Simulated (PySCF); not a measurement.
**From a computed spectrum to the compound**

A species of 9 atoms with charge -1 has these harmonic modes (PBE0, small Gaussian bases with core potentials, PySCF 2.14.0):

```tsv
cm⁻¹	km/mol
104	21.2
105	22.0
105	22.0
114	0.0
117	0.0
147	0.1
147	0.1
147	0.0
208	0.0
211	18.4
232	337.9
235	346.4
235	346.4
498	192.9
498	196.6
498	196.6
538	0.0
4015	16.4
4015	16.4
4015	15.8
4015	0.0
```

(1) Which species is it, and in which structure?

## Answers

(1) [Pm(OH)4]− (singlet in the valence; each metal's 4f electrons, 4 of them, lie in its core potential, out of spins and levels):
```xyz
9

Pm    0.0000    0.0000    0.0000
O     1.3824    1.1139    1.2578
H     1.9563    1.6470    1.8031
O    -1.3824   -1.1139    1.2578
H    -1.9563   -1.6470    1.8031
O     1.1139   -1.3824   -1.2578
H     1.6470   -1.9563   -1.8031
O    -1.1139    1.3824   -1.2578
H    -1.6470    1.9563   -1.8031
```
Ideal gas at 298.15 K and 1 bar: S = 447.6 J/(mol K), Cp = 156.2 J/(mol K), H − H(0 K) = 33.6 kJ/mol (rigid rotor, harmonic modes, spin degeneracy alone, that of the 4f electrons in the core included). The run didn't use the full symmetry, so degenerate modes split by noise. An lcecp potential fixes the number of 4f electrons, so in runs with it no electron can move into or out of that shell.
 The answer isn't unique; the calculation gave this one.
